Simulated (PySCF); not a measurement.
PySCF input (MN15/def2-TZVPD):

```python
from pyscf import gto, scf, dft

mol = gto.M(
    atom='''
    N    -1.08372836    0.34847019    0.21841752
    C     0.04922519   -0.30284415    0.14440779
    O     1.12873348   -0.05183555   -0.39476997
    H    -1.73912049   -0.20754205    0.76279038
    ''',
    basis='def2-tzvpd',
    charge=-1,
    spin=1,
    verbose=4,
)

mf = dft.UKS(mol, xc='mn15').density_fit(auxbasis='def2-universal-jkfit')
mf.grids.level = 4
mf.conv_tol = 1e-9
mf.max_cycle = 100
mf.max_memory = 1500
mf.kernel()
if not mf.converged:
    mf = mf.newton()
    mf.kernel(mf.make_rdm1())
for _ in range(2):
    mo, _, stable, _ = mf.stability(return_status=True)
    if stable:
        break
    mf.kernel(mf.make_rdm1(mo, mf.mo_occ))
mf.analyze()
```

Output:

```
PySCF version 2.14.0

[INPUT] verbose = 4
[INPUT] num. atoms = 4
[INPUT] num. electrons = 23
[INPUT] charge = -1
[INPUT] spin (= nelec alpha-beta = 2S) = 1
[INPUT] symmetry False subgroup None
[INPUT] Mole.unit = angstrom
[INPUT] Symbol           X                Y                Z      unit          X                Y                Z       unit  Magmom
[INPUT]  1 N     -1.083728360000   0.348470190000   0.218417520000 AA   -2.047949793824   0.658513221675   0.412749293607 Bohr   0.0
[INPUT]  2 C      0.049225190000  -0.302844150000   0.144407790000 AA    0.093022127530  -0.572292501927   0.272891173354 Bohr   0.0
[INPUT]  3 O      1.128733480000  -0.051835550000  -0.394769970000 AA    2.132997144827  -0.097954993016  -0.746007125503 Bohr   0.0
[INPUT]  4 H     -1.739120490000  -0.207542050000   0.762790380000 AA   -3.286461423719  -0.392197633831   1.441464908653 Bohr   0.0

nuclear repulsion = 56.9885684867642
number of shells = 45
number of NR pGTOs = 170
number of NR cGTOs = 123
basis = def2-tzvpd
ecp = {}

******** <class 'pyscf.df.df_jk.DFUKS'> ********
method = DFUKS
initial guess = minao
damping factor = 0
level_shift factor = 0
DIIS = <class 'pyscf.scf.diis.CDIIS'>
diis_start_cycle = 1
diis_space = 8
diis_damp = 0
SCF conv_tol = 1e-09
SCF conv_tol_grad = None
SCF max_cycles = 100
direct_scf = False
number electrons alpha = 12  beta = 11
XC library pyscf.dft.libxc version 7.1.2
    S. Lehtola, C. Steigemann, M. J. T. Oliveira, and M. A. L. Marques,  SoftwareX 7, 1–5 (2018)
XC functionals = mn15
    H. S. Yu, X. He, S. L. Li, and D. G. Truhlar,  Chem. Sci. 7, 5032–5051 (2016)
    H. S. Yu, X. He, S. L. Li, and D. G. Truhlar,  Chem. Sci. 7, 5032–5051 (2016)
radial grids:
    Treutler-Ahlrichs [JCP 102, 346 (1995); DOI:10.1063/1.469408] (M4) radial grids

becke partition: Becke, JCP 88, 2547 (1988); DOI:10.1063/1.454033
pruning grids: <function nwchem_prune>
grids dens level: 4
symmetrized grids: False
atomic radii adjust function: <function treutler_atomic_radii_adjust>
small_rho_cutoff = 0
Set gradient conv threshold to 3.16228e-05
tot grids = 100456
******** <class 'pyscf.df.df.DF'> ********
auxbasis = def2-universal-jkfit
init E= -168.754799292453
  alpha nocc = 12  HOMO = -0.135822107371862  LUMO = 0.00194139338988109
  beta  nocc = 11  HOMO = -0.317488130074118  LUMO = -0.135822107371865

WARN: HOMO -0.135822107371862 >= LUMO -0.135822107371865

[...]
  beta  nocc = 11  HOMO = -0.0723942984355368  LUMO = 0.182129430635776
  HOMO = 0.022856759984  LUMO = 0.182129430636  gap/eV = 4.33403
Extra cycle  E= -168.549853229336  delta_E= 1.05e-11  |g|= 7.36e-06  |ddm|= 2.54e-05
converged SCF energy = -168.549853229336  <S^2> = 0.75412549  2S+1 = 2.0041212
uhf_internal: lowest eigs of H = [0.17079758 0.23115171 0.24797894]
<class 'pyscf.df.df_jk.DFUKS'> wavefunction is stable in the internal stability analysis
**** SCF Summaries ****
Total Energy =                        -168.549853229336122
Nuclear Repulsion Energy =              56.988568486764208
One-electron Energy =                 -348.091605622419081
Two-electron Energy =                  122.553183906318736
Two-electron Coulomb Energy =          143.775121694493407
DFT Exchange-Correlation Energy =      -21.221937788174678
HOMO-LUMO gap [eV] =                     4.334030123541257
**** MO energy ****
                             alpha | beta                alpha | beta
MO #1   energy= -18.5850144208436  | -18.5807699956245  occ= 1 | 1
MO #2   energy= -13.8548913551308  | -13.8529913632496  occ= 1 | 1
MO #3   energy= -9.90430028543437  | -9.89974524420035  occ= 1 | 1
MO #4   energy= -0.851030593718765 | -0.838269969715991 occ= 1 | 1
MO #5   energy= -0.687477276898598 | -0.676132374665457 occ= 1 | 1
MO #6   energy= -0.355919095923575 | -0.348277523616972 occ= 1 | 1
MO #7   energy= -0.284582618795362 | -0.262881445942462 occ= 1 | 1
MO #8   energy= -0.228637874946261 | -0.218615087585931 occ= 1 | 1
MO #9   energy= -0.228584296661868 | -0.1962488325726   occ= 1 | 1
MO #10  energy= -0.132941148098094 | -0.110275142111469 occ= 1 | 1
MO #11  energy= -0.0751985619348545 | -0.0723942984355368 occ= 1 | 1
MO #12  energy= 0.0228567599840197 | 0.182129430635776  occ= 1 | 0
MO #13  energy= 0.200779061593789  | 0.23269527000922   occ= 0 | 0
MO #14  energy= 0.239139268755155  | 0.247305634693082  occ= 0 | 0
MO #15  energy= 0.247539516805663  | 0.275014678462846  occ= 0 | 0
MO #16  energy= 0.253021735664348  | 0.277509153782156  occ= 0 | 0
MO #17  energy= 0.287080380293493  | 0.307034977186468  occ= 0 | 0
MO #18  energy= 0.287281853196118  | 0.30753197937478   occ= 0 | 0
MO #19  energy= 0.326612841647528  | 0.338317954634235  occ= 0 | 0
MO #20  energy= 0.354273027863354  | 0.358302429848124  occ= 0 | 0
MO #21  energy= 0.370421210870649  | 0.375328235887833  occ= 0 | 0
MO #22  energy= 0.400768188132419  | 0.405488851821314  occ= 0 | 0
MO #23  energy= 0.409726865855031  | 0.420174902126325  occ= 0 | 0
MO #24  energy= 0.429190024137306  | 0.440561338242748  occ= 0 | 0
MO #25  energy= 0.465419602883948  | 0.473726453155724  occ= 0 | 0
MO #26  energy= 0.515674673064141  | 0.518198974929987  occ= 0 | 0
MO #27  energy= 0.532701214205345  | 0.541015915222139  occ= 0 | 0
MO #28  energy= 0.546759665099571  | 0.541107418951707  occ= 0 | 0
MO #29  energy= 0.560579224475538  | 0.55380624129526   occ= 0 | 0
MO #30  energy= 0.56574951272612   | 0.568274112737648  occ= 0 | 0
MO #31  energy= 0.586541129152668  | 0.596915406394662  occ= 0 | 0
MO #32  energy= 0.609728247313736  | 0.607378626431672  occ= 0 | 0
MO #33  energy= 0.631857312354336  | 0.633117911794419  occ= 0 | 0
MO #34  energy= 0.648965703897354  | 0.649404204564622  occ= 0 | 0
MO #35  energy= 0.667321677119075  | 0.665372499218183  occ= 0 | 0
MO #36  energy= 0.673006926263578  | 0.674159863247559  occ= 0 | 0
MO #37  energy= 0.674774875830123  | 0.685725267430888  occ= 0 | 0
MO #38  energy= 0.735047297662508  | 0.736184725473059  occ= 0 | 0
MO #39  energy= 0.756743926498196  | 0.756574113969283  occ= 0 | 0
MO #40  energy= 0.776136068159953  | 0.773128431082122  occ= 0 | 0
MO #41  energy= 0.80295933716318   | 0.799425951241258  occ= 0 | 0
MO #42  energy= 0.823447747674283  | 0.82554037912579   occ= 0 | 0
MO #43  energy= 0.887752449159716  | 0.886885300115399  occ= 0 | 0
MO #44  energy= 0.936114913076221  | 0.928990087519348  occ= 0 | 0
MO #45  energy= 0.937966585855157  | 0.934454883781432  occ= 0 | 0
MO #46  energy= 0.952848630168901  | 0.960048763753075  occ= 0 | 0
MO #47  energy= 0.972690712730625  | 0.969466951446029  occ= 0 | 0
MO #48  energy= 1.03271832286041   | 1.02907545578706   occ= 0 | 0
MO #49  energy= 1.10336464335225   | 1.10049746402267   occ= 0 | 0
MO #50  energy= 1.12168917838781   | 1.11332447192241   occ= 0 | 0
MO #51  energy= 1.13458905267074   | 1.13562660682287   occ= 0 | 0
MO #52  energy= 1.16004657048429   | 1.18945122405371   occ= 0 | 0
MO #53  energy= 1.18079955918708   | 1.19522797641343   occ= 0 | 0
MO #54  energy= 1.21770959356327   | 1.23157687634309   occ= 0 | 0
MO #55  energy= 1.30713953438662   | 1.31608653045047   occ= 0 | 0
MO #56  energy= 1.36966669385885   | 1.36247931552093   occ= 0 | 0
MO #57  energy= 1.47218587121413   | 1.48928500392464   occ= 0 | 0
MO #58  energy= 1.54805757527299   | 1.56543746099847   occ= 0 | 0
MO #59  energy= 1.56260310986986   | 1.58456376330512   occ= 0 | 0
MO #60  energy= 1.71320865759846   | 1.72204257121391   occ= 0 | 0
MO #61  energy= 1.78089608065779   | 1.79017977007737   occ= 0 | 0
MO #62  energy= 1.79721106296542   | 1.84872684987823   occ= 0 | 0
MO #63  energy= 1.84276435673712   | 1.85513809674254   occ= 0 | 0
MO #64  energy= 1.92134636484542   | 1.93749605385425   occ= 0 | 0
MO #65  energy= 1.96339999652486   | 2.00453633119082   occ= 0 | 0
MO #66  energy= 2.02748491829442   | 2.0368193692762    occ= 0 | 0
MO #67  energy= 2.05141127295615   | 2.05511621841548   occ= 0 | 0
MO #68  energy= 2.15888252398596   | 2.16482709159795   occ= 0 | 0
MO #69  energy= 2.1625358146993    | 2.16505345755332   occ= 0 | 0
MO #70  energy= 2.26772683875678   | 2.27420893659077   occ= 0 | 0
MO #71  energy= 2.29170232271772   | 2.29820845661594   occ= 0 | 0
MO #72  energy= 2.36982208587256   | 2.3813089667514    occ= 0 | 0
MO #73  energy= 2.40511453658693   | 2.40697144705465   occ= 0 | 0
MO #74  energy= 2.52313172823143   | 2.52823599364566   occ= 0 | 0
MO #75  energy= 2.55149593166259   | 2.55664833562418   occ= 0 | 0
MO #76  energy= 2.63366528535511   | 2.62889700372778   occ= 0 | 0
MO #77  energy= 2.76432862408905   | 2.78326258605762   occ= 0 | 0
MO #78  energy= 2.8940525414982    | 2.91677345585605   occ= 0 | 0
MO #79  energy= 2.91137760860662   | 2.98162420452223   occ= 0 | 0
MO #80  energy= 2.98959707586149   | 3.01458284368058   occ= 0 | 0
MO #81  energy= 3.03505465200316   | 3.03491672429796   occ= 0 | 0
MO #82  energy= 3.07517977508208   | 3.10754827120159   occ= 0 | 0
MO #83  energy= 3.19472630273351   | 3.24647722766111   occ= 0 | 0
MO #84  energy= 3.20679450544083   | 3.25317742342907   occ= 0 | 0
MO #85  energy= 3.23552003740586   | 3.27292312090803   occ= 0 | 0
MO #86  energy= 3.28446767822622   | 3.31564882529424   occ= 0 | 0
MO #87  energy= 3.32746444168971   | 3.36824297735212   occ= 0 | 0
MO #88  energy= 3.42394930794055   | 3.44571812301455   occ= 0 | 0
MO #89  energy= 3.42476888136385   | 3.45012814585284   occ= 0 | 0
MO #90  energy= 3.5362342282671    | 3.55139900922022   occ= 0 | 0
MO #91  energy= 3.5974434825438    | 3.61521961659028   occ= 0 | 0
MO #92  energy= 3.67537320803634   | 3.6748883775464    occ= 0 | 0
MO #93  energy= 3.86247203131698   | 3.87623424669822   occ= 0 | 0
MO #94  energy= 3.91941074288703   | 3.95506812538833   occ= 0 | 0
MO #95  energy= 4.0524746368479    | 4.06442472323607   occ= 0 | 0
MO #96  energy= 4.36012233941765   | 4.36079323055893   occ= 0 | 0
MO #97  energy= 4.53111290258414   | 4.53123856143417   occ= 0 | 0
MO #98  energy= 4.58340164890903   | 4.58589660218129   occ= 0 | 0
MO #99  energy= 4.75036393734203   | 4.766643207036     occ= 0 | 0
MO #100 energy= 4.85953562847338   | 4.86162171847136   occ= 0 | 0
MO #101 energy= 4.90143247192913   | 4.89593755675097   occ= 0 | 0
MO #102 energy= 4.98860898515975   | 4.98610664965476   occ= 0 | 0
MO #103 energy= 5.07007200747315   | 5.08975954269528   occ= 0 | 0
MO #104 energy= 5.17248491831421   | 5.17425696277373   occ= 0 | 0
[...]
```
